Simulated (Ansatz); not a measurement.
Geometry optimisation, Ansatz, RKS CAM-B3LYP-D4/def2-SVP.

input.yaml

```yaml
crystal:
  periodic: [false, false, false]
  atoms:
    - { symbol: Sn, position_ang: [0.0, 0.0, 0.0] }
    - { symbol: H, position_ang: [0.0, 0.0, 2.09] }
    - { symbol: Cl, position_ang: [2.2726, 0.0, -0.8025] }
    - { symbol: Cl, position_ang: [-1.1351, 1.9666, -0.8025] }
    - { symbol: H, position_ang: [-0.8195, -1.4198, -0.5794] }
    - { symbol: "N", position_ang: [1.2587, 1.8982, 0.7568] }
    - { symbol: H, position_ang: [2.1152, 1.7577, 1.3652] }
    - { symbol: H, position_ang: [0.958, 2.877, 0.4826] }
    - { symbol: H, position_ang: [0.6034, 0.91, 1.9721] }
basis:
  gaussian: { orbitals: def2-SVP }
hamiltonian:
  xc: cam_b3lyp
  dispersion: d4
relax:
  f_tol: 0.15
  max_steps: 25
  restrain:
    - { distance: [0, 5], at: 3.3, k: 30.0 }
    - { distance: [8, 1], at: 1.86, k: 30.0 }
    - { distance: [0, 1], at: 1.74, k: 30.0 }
    - { distance: [8, 5], at: 1.06, k: 30.0 }
```

Run as:

```bash
$ ansatz run input.yaml --threads 4 --pin off --max-ram 5120MiB --backend cpu --events-out ev --progress --plain --runs-dir out
```

Problem. Where does it end, and by what steps?

Solution. The run converged. The restraints hold the end off the free minimum; the threshold counts their pulls, which the force column leaves out. Restrained pairs: Sn1–N6 (2.40 → 3.30 Å), H2–H9 (1.10 → 1.87 Å), Sn1–H2 (2.09 → 1.73 Å), N6–H9 (1.70 → 1.04 Å). After 8 steps the energy has fallen by 4.235 eV (the restraints' own energy left out); N6 moved furthest, 0.86 Å.

```json
{"step": "0", "energy less start (eV)": "0.0000", "largest force component (eV/Å)": "3.574", "accepted": "yes"}
{"step": "1", "energy less start (eV)": "-0.5433", "largest force component (eV/Å)": "3.729", "accepted": "yes"}
{"step": "2", "energy less start (eV)": "-1.6191", "largest force component (eV/Å)": "4.513", "accepted": "yes"}
{"step": "3", "energy less start (eV)": "-2.9148", "largest force component (eV/Å)": "4.023", "accepted": "yes"}
{"step": "4", "energy less start (eV)": "-3.6645", "largest force component (eV/Å)": "1.961", "accepted": "yes"}
{"step": "5", "energy less start (eV)": "-4.1420", "largest force component (eV/Å)": "0.846", "accepted": "yes"}
{"step": "6", "energy less start (eV)": "-4.2117", "largest force component (eV/Å)": "0.827", "accepted": "yes"}
{"step": "7", "energy less start (eV)": "-4.2259", "largest force component (eV/Å)": "0.668", "accepted": "yes"}
{"step": "8", "energy less start (eV)": "-4.2348", "largest force component (eV/Å)": "0.824", "accepted": "yes"}
```

```xyz
9
Properties=species:S:1:pos:R:3
Sn -0.094 -0.208 -0.036
H -0.065 -0.047 1.682
Cl 2.106 -0.319 -0.834
Cl -1.068 1.707 -0.965
H -0.919 -1.546 -0.683
N 1.434 2.279 1.511
H 2.163 1.822 0.965
H 0.814 2.763 0.864
H 0.883 1.538 1.979
```

Time of the run: 20 s on 4 threads of Arm Neoverse V1, with other jobs on the host, peak memory 0.29 GiB.
